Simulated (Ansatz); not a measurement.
`[SiH3][O][Cd][O][SiH3]` + `N[SiH2]O[SiH3]` → `[NH2][Cd][O][SiH3]` + `[SiH3]O[SiH2]O[SiH3]`  (redistribution)

Computed with Ansatz on PBE0-D4/def2-TZVP structures; ΔE is electronic, products minus reactants. CCSD(T)/CBS is the MP2 limit (def2-TZVPP, def2-QZVPP) plus CCSD(T) − MP2 in def2-TZVPP, frozen cores. Functionals use def2-TZVPP. Elements past krypton have def2 core potentials. For Cd outer-core shells are correlated without core-valence functions, which leaves a few kJ/mol of doubt a bond. Each species was taken in one conformer, which may not be the lowest.

Is it downhill or uphill in electronic energy at CCSD(T)/CBS, and by how much? (An estimate is asked.)

The calculation gave: Downhill: ΔE = -34.1 kJ/mol.

What do these levels give: PBE-D4, BLYP-D4, CAM-B3LYP, LC-ωPBE, CCSD(T)/def2-TZVPP, MP2/def2-QZVPP? (Estimate.)

The calculation gave: PBE-D4 -32.5, BLYP-D4 -36.3, CAM-B3LYP -31.3, LC-ωPBE -23.4, CCSD(T)/def2-TZVPP -33.4, MP2/def2-QZVPP -36.6 kJ/mol.

Largest T1 diagnostic among the species: 0.015.

At CCSD(T), def2-SVP lies +11.2 kJ/mol from the extrapolated value and def2-TZVPP +0.7 kJ/mol. The D4 term adds −3.2 kJ/mol with B3LYP and −2.1 kJ/mol with PBE0; it sums over pairs of atoms, weighted by their polarisabilities, and B3LYP, whose exchange is more repulsive, gets the larger term.

B3LYP here is the variant with VWN-RPA as its local correlation; programs differ in this.
